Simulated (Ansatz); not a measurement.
[TcH9]2- (TcH9²⁻). Total charge -2; singlet. Geometry relaxed at PBE-D4/def2-TZVPD.

```tsv
atom	x (Å)	y (Å)	z (Å)
Tc1	0.000	0.000	0.000
H2	0.161	-0.151	-1.652
H3	-1.028	-1.024	0.824
H4	0.853	1.161	0.837
H5	-0.156	1.520	-0.758
H6	1.647	-0.035	-0.440
H7	-1.527	-0.051	-0.753
H8	0.295	-1.622	-0.432
H9	-1.033	0.885	1.026
H10	0.788	-0.684	1.347
```

In the def2 sets Tc takes a core potential; there is no spin–orbit coupling. A multiply charged anion in the gas phase is held together partly by the finite basis. The relaxation made no stability test and no search for a lower SCF solution.

Task: Estimate the harmonic wavenumbers at RKS PBE-D4/def2-TZVPD (Ansatz, unscaled). Is this a minimum?

Result: 275, 317, 620, 621, 628, 660, 699, 705, 749, 773, 878, 880, 881, 882, 883, 1685, 1688, 1691, 1712, 1716, 1766, 1853, 1856, 1882 cm⁻¹. Yes, no mode is imaginary beyond noise. Zero-point energy 157.3 kJ/mol. Run time 35 s (4 threads of Arm Neoverse V1 on a shared host).
